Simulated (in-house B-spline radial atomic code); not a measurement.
**Ionising the osmium ion Os³⁺ with different functionals**

Computed with a B-spline radial code for spherical atoms: scalar-relativistic (spin-free X2C) Hamiltonian, Fermi nucleus of rms radius 5.4126 fm, spin-polarised at highest spin, spherical fractional occupations for the functionals, the average over the highest-spin determinants for Hartree-Fock. The ionisation energy is the difference of two self-consistent energies, [Xe] 4f14 5d5 → [Xe] 4f14 5d4, without Breit or QED terms; ε is the level of the shell that loses the electron (its least bound occupied spin orbital). There is no spin-orbit coupling in this Hamiltonian.

Hybrids are left out here: with spherical fractional occupations of an open shell their exact exchange keeps a self-interaction that integer-occupation calculations don't have.

| method | rung | ΔSCF (eV) | -ε(5d) (eV) |
| --- | --- | --- | --- |
| Hartree-Fock | Hartree-Fock | 42.09 | 42.91 |
| LDA VWN5 | LDA | 43.02 | 36.55 |
| LDA PW92 | LDA | 43.01 | 36.54 |
| LDA exchange-only | LDA | 41.83 | 35.43 |
| PBE | GGA | 42.88 | 36.42 |
| PBEsol | GGA | 42.90 | 36.43 |
| BLYP | GGA | ? | ? |
| RPBE | GGA | 42.83 | 36.37 |
| PW91 | GGA | 42.95 | 36.48 |
| BP86 | GGA | 42.91 | 36.45 |
| AM05 | GGA | 42.87 | 36.40 |
| OLYP | GGA | 42.94 | 36.43 |
| TPSS | meta-GGA | 42.85 | 36.39 |
| SCAN | meta-GGA | 43.20 | 36.77 |
| r2SCAN | meta-GGA | ? | ? |
| revTPSS | meta-GGA | 42.85 | 36.38 |

(1) What does BLYP give?

(2) What does r2SCAN give?

(3) How do they compare with the NIST value?

Answers

(1) ΔSCF 42.54 eV, and -ε(5d) = 36.06 eV.

(2) ΔSCF 43.25 eV, and -ε(5d) = 36.82 eV.

(3) NIST lists 41 eV ± 1.7 (tabulated theory, ground level to ground level). Errors run from +0.83 to +2.25 eV; all lie within about twice that uncertainty, so the table can't rank the methods. Hartree-Fock also lacks correlation.
